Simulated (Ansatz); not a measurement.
Geometry optimisation, RKS PBE0-D4/def2-SVP (Ansatz).

input.yaml

```yaml
crystal:
  periodic: [false, false, false]
  atoms:
    - { symbol: B, position_ang: [-1.467923, -0.253001, -1.067476] }
    - { symbol: Cl, position_ang: [1.656531, -0.133335, -1.497021] }
    - { symbol: F, position_ang: [-1.525395, -1.492761, -1.473911] }
    - { symbol: F, position_ang: [-1.694989, 0.746475, -1.875453] }
    - { symbol: H, position_ang: [0.240556, -0.065247, 1.819806] }
    - { symbol: F, position_ang: [-1.275546, -0.001317, 0.25627] }
    - { symbol: H, position_ang: [1.760584, -0.103282, -0.186934] }
    - { symbol: O, position_ang: [1.166433, 0.170038, 1.974794] }
    - { symbol: H, position_ang: [1.139649, 1.13243, 2.049925] }
basis:
  gaussian: { orbitals: def2-SVP }
hamiltonian:
  xc: pbe0
  dispersion: d4
relax:
  f_tol: 0.03
  max_steps: 50
```

Command:

```bash
$ ansatz run input.yaml --threads 2 --pin off --max-ram 3072MiB --backend cpu --events-out ev --progress --plain --runs-dir out
```

Where does it end, and by what steps?

It converged. The force dipped under the threshold on the way, but the program's further checks kept it going. After 40 steps the energy has fallen by 0.273 eV; F4 moved furthest, 1.37 Å.

```json
{"step": "0", "energy less start (eV)": "0.0000", "largest force component (eV/Å)": "1.379", "accepted": "yes"}
{"step": "2", "energy less start (eV)": "-0.1676", "largest force component (eV/Å)": "0.945", "accepted": "yes"}
{"step": "4", "energy less start (eV)": "-0.2171", "largest force component (eV/Å)": "0.424", "accepted": "yes"}
{"step": "6", "energy less start (eV)": "-0.2337", "largest force component (eV/Å)": "0.133", "accepted": "yes"}
{"step": "8", "energy less start (eV)": "-0.2363", "largest force component (eV/Å)": "0.047", "accepted": "yes"}
{"step": "10", "energy less start (eV)": "-0.2370", "largest force component (eV/Å)": "0.037", "accepted": "yes"}
{"step": "12", "energy less start (eV)": "-0.2380", "largest force component (eV/Å)": "0.012", "accepted": "yes"}
{"step": "14", "energy less start (eV)": "-0.2389", "largest force component (eV/Å)": "0.045", "accepted": "yes"}
{"step": "16", "energy less start (eV)": "-0.2303", "largest force component (eV/Å)": "0.593", "accepted": "no"}
{"step": "18", "energy less start (eV)": "-0.2383", "largest force component (eV/Å)": "0.329", "accepted": "no"}
{"step": "20", "energy less start (eV)": "-0.2418", "largest force component (eV/Å)": "0.018", "accepted": "yes"}
{"step": "22", "energy less start (eV)": "-0.2443", "largest force component (eV/Å)": "0.113", "accepted": "yes"}
{"step": "24", "energy less start (eV)": "-0.2471", "largest force component (eV/Å)": "0.117", "accepted": "yes"}
{"step": "26", "energy less start (eV)": "-0.2534", "largest force component (eV/Å)": "0.049", "accepted": "yes"}
{"step": "28", "energy less start (eV)": "-0.2563", "largest force component (eV/Å)": "0.112", "accepted": "yes"}
{"step": "30", "energy less start (eV)": "-0.2587", "largest force component (eV/Å)": "0.334", "accepted": "yes"}
{"step": "32", "energy less start (eV)": "-0.2663", "largest force component (eV/Å)": "0.109", "accepted": "yes"}
{"step": "34", "energy less start (eV)": "-0.2601", "largest force component (eV/Å)": "0.650", "accepted": "no"}
{"step": "36", "energy less start (eV)": "-0.2708", "largest force component (eV/Å)": "0.282", "accepted": "no"}
{"step": "38", "energy less start (eV)": "-0.2722", "largest force component (eV/Å)": "0.085", "accepted": "yes"}
{"step": "40", "energy less start (eV)": "-0.2728", "largest force component (eV/Å)": "0.013", "accepted": "yes"}
```

```xyz
9
Properties=species:S:1:pos:R:3
B -1.131 -0.296 -0.823
Cl 1.437 -0.765 -1.140
F -1.555 -0.848 -1.932
F -0.956 1.017 -0.752
H 0.342 0.023 1.755
F -1.186 -0.967 0.321
H 1.450 -0.146 0.055
O 1.040 0.604 1.418
H 0.558 1.379 1.098
```

The run took 110 s on 2 threads of Arm Neoverse V1, on a shared host, peak memory 0.22 GiB.
